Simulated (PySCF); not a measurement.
**SbH⁺: from constants to spectrum**

UHF-CCSD(T) constants of SbH⁺, ²Π (doublet), unpaired electrons π ↑ (PySCF, scalar-relativistic core potentials, basis sets Sb def2-SVPD with ECP28, H def2-SVPD; masses 120.9038 and 1.0078 u):

| Quantity | Value |
| --- | --- |
| ωe | 1956.3 cm⁻¹ |
| ωexe | 33.8 cm⁻¹ |
| Be | 5.7178 cm⁻¹ |
| αe | 0.147 cm⁻¹ |
| De to Sb⁺ + H | 2.54 eV |

**Question.** What force constant and bond length do these constants imply?

**Answer.** Reduced mass μred = 0.99949 u; k = 5.8918×10⁻⁷·μred·ωe² (u, cm⁻¹, mdyn/Å) = 2.25 mdyn/Å; Re = √(16.8576/(μred·Be)) (u, cm⁻¹, Å) = 1.717 Å.

**Question.** Estimate the centrifugal constant D from the Kratzer relation and find the Dunham coefficient a1.

**Answer.** D = 4Be³/ωe² = 0.000195 cm⁻¹; a1 = −1 − αeωe/(6Be²) = -2.47.

Correlated steps freeze 4 core orbitals. Correlated levels converge slowly with the basis: in double zeta they bind strong bonds too weakly, by up to about 1 eV, and carry superposition errors of some tenths. Spin–orbit coupling is left out, which matters for elements this heavy, above all for dissociation energies. For an ion De counts to the pair picked by the measured ionisation energies or electron affinities, which need not be the lowest pair at this level. The state was picked by a PBE0 search and need not be the measured ground state.
